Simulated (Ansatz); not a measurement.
H3ClSi, triplet, at the geometry of the source list (a higher spin typed on purpose: for a closed-shell molecule this is an excited state). Base run: R2SCAN/6-31G run with Ansatz (a quantum-chemistry and plane-wave program).

Ansatz was given this input:
Ansatz 0.2 input:
```yaml
crystal:
  periodic: [false, false, false]
  atoms:
    - {symbol: Si, position_ang: [-0.12910000, -0.00570000, -0.00460000]}
    - {symbol: Cl, position_ang: [1.87810000, 0.08360000, 0.06760000]}
    - {symbol: H, position_ang: [-0.50430000, -0.99840000, -1.00530000]}
    - {symbol: H, position_ang: [-0.63000000, 1.31380000, -0.37260000]}
    - {symbol: H, position_ang: [-0.61480000, -0.39330000, 1.31500000]}
basis:
  gaussian:
    orbitals: 6-31G
hamiltonian:
  xc: r2scan
magnetization: {spin_polarized: true, initial_magnetization: 2}
```

The base run was repeated with changes; each row names its change, and settings that it needs were set with it.

```
change                      E (Eh)  SCF-reference <S^2>  core-seconds (rough)
----------------------  ----------  -------------------  --------------------
base                    -751.10453                2.003                    10
functional = PBE0-DH    -750.80038                2.005                    20
functional = b3lyp5     -751.06989                2.003                    10
functional = revpbe     -751.02829                2.001                     6
functional = B2PLYP     -750.81572                2.006                    30
functional = wB97M-V    -751.09501                2.004                    30
functional = BHLYP      -751.14289                2.006                    20
functional = blyp       -751.15614                2.001                     6
functional = b3lyp      -751.19906                2.003                    10
functional = PBE-QIDH   -750.60647                2.005                    20
functional = pbe0       -750.88346                2.003                     7
functional = hf         -749.81557                2.007                     3
functional = cam_b3lyp  -751.16510                2.004                    10
```

Total energies compare only within one method and basis.
